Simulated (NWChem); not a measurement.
Species: SiI2F2; SMILES F[Si](F)(I)I

```xyz
5

F      0.0000     1.2871    -1.8422
Si     0.0000     0.0000    -0.8828
F      0.0000    -1.2871    -1.8422
I      2.0160     0.0000     0.4294
I     -2.0160     0.0000     0.4294
```
Atoms are numbered in this order, from 1.

Computed with NWChem. All runs use the structure optimised with PBE0/def2-SVP. def2 effective core potentials on I; no spin-orbit coupling.

For level Hartree-Fock/STO-3G (all-electron, non-relativistic):

```yaml
highest occupied level (eV): -8.10
orbital gap (eV): 13.76
dipole (D): 0.93
```

How do the values read with level Hartree-Fock/def2-SVP (core potentials) instead?

The highest occupied level (eV) is -10.66 and the orbital gap (eV) is 12.43. The dipole (D) is 1.46.
